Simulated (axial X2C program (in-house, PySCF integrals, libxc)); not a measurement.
# Bond lengths and stretching modes, held linear, of ClWCl⁻

Computed with an axial X2C code built on PySCF integrals: two-component X2C with atomic mean-field Coulomb and Gaunt terms, Gaussian nuclei, basis Cl dyall-av3z, W dyall-v3z with contracted cores. Spin-free rows use the one-electron spin-free X2C Hamiltonian.

Masses Cl 34.969, W 183.951, Cl 34.969 u. States: 2c Ω = 5/2 (beyond evenly filled blocks: ω = 5/2); spin-free M_S = 5/2, Λ = 0 (beyond evenly filled blocks: σα, π+α, π-α, δ+α, δ-α).

BHandHLYP, spin-free: energies above the lowest point

```json
{"r(Cl–W) (Å)": "2.3478", "r(W–Cl) (Å)": "2.3478", "E (meV)": "94.14"}
{"r(Cl–W) (Å)": "2.3478", "r(W–Cl) (Å)": "2.4080", "E (meV)": "46.55"}
{"r(Cl–W) (Å)": "2.3478", "r(W–Cl) (Å)": "2.4682", "E (meV)": "36.68"}
{"r(Cl–W) (Å)": "2.4080", "r(W–Cl) (Å)": "2.3478", "E (meV)": "46.55"}
{"r(Cl–W) (Å)": "2.4080", "r(W–Cl) (Å)": "2.4080", "E (meV)": "4.65"}
{"r(Cl–W) (Å)": "2.4080", "r(W–Cl) (Å)": "2.4682", "E (meV)": "0.00"}
{"r(Cl–W) (Å)": "2.4080", "r(W–Cl) (Å)": "2.5284", "E (meV)": "23.90"}
{"r(Cl–W) (Å)": "2.4682", "r(W–Cl) (Å)": "2.3478", "E (meV)": "36.68"}
{"r(Cl–W) (Å)": "2.4682", "r(W–Cl) (Å)": "2.4080", "E (meV)": "0.00"}
{"r(Cl–W) (Å)": "2.4682", "r(W–Cl) (Å)": "2.4682", "E (meV)": "0.17"}
{"r(Cl–W) (Å)": "2.5284", "r(W–Cl) (Å)": "2.4080", "E (meV)": "23.90"}
{"r(Cl–W) (Å)": "2.5284", "r(W–Cl) (Å)": "2.5284", "E (meV)": "60.98"}
```

**Question.** Fit a quadratic surface with cubic terms in each bond: where is the minimum, and what are the two stretching wavenumbers?

**Answer.** At BHandHLYP, spin-free: bonds 2.442 and 2.442 Å; harmonic stretches 282.0 and 284.9 cm⁻¹; force constants 1.43, 1.43 and coupling 0.21 mdyn/Å.

The other levels and Hamiltonians give:

```json
{"Hamiltonian": "2c", "level": "PBE0", "r(Cl–W) (Å)": "2.410", "r(W–Cl) (Å)": "2.410", "lower stretch (cm⁻¹)": "284.4", "upper stretch (cm⁻¹)": "293.3"}
{"Hamiltonian": "2c", "level": "HF", "r(Cl–W) (Å)": "2.501", "r(W–Cl) (Å)": "2.501", "lower stretch (cm⁻¹)": "259.8", "upper stretch (cm⁻¹)": "263.8"}
{"Hamiltonian": "2c", "level": "BHandHLYP", "r(Cl–W) (Å)": "2.417", "r(W–Cl) (Å)": "2.417", "lower stretch (cm⁻¹)": "268.1", "upper stretch (cm⁻¹)": "293.7"}
{"Hamiltonian": "2c", "level": "MP2", "r(Cl–W) (Å)": "2.427", "r(W–Cl) (Å)": "2.427", "lower stretch (cm⁻¹)": "285.6", "upper stretch (cm⁻¹)": "294.0"}
{"Hamiltonian": "spin-free", "level": "PBE0", "r(Cl–W) (Å)": "2.416", "r(W–Cl) (Å)": "2.416", "lower stretch (cm⁻¹)": "286.5", "upper stretch (cm⁻¹)": "291.6"}
{"Hamiltonian": "spin-free", "level": "HF", "r(Cl–W) (Å)": "2.503", "r(W–Cl) (Å)": "2.503", "lower stretch (cm⁻¹)": "259.1", "upper stretch (cm⁻¹)": "264.2"}
{"Hamiltonian": "spin-free", "level": "MP2", "r(Cl–W) (Å)": "2.432", "r(W–Cl) (Å)": "2.432", "lower stretch (cm⁻¹)": "287.0", "upper stretch (cm⁻¹)": "292.5"}
```

Each state is one determinant, the lowest of a limited PBE0 search; the stretches come from a fit to these few points and carry an uncertainty of a few per cent. Other orders of the atoms were not compared. MP2 freezes inner shells (threshold -2 hartree). For an anion the highest level of a functional can be positive, and the basis then holds the extra electron. The molecule was held linear; bending was not examined, so a bent shape may lie lower. Note: several unpaired electrons, one determinant need not be a pure state.
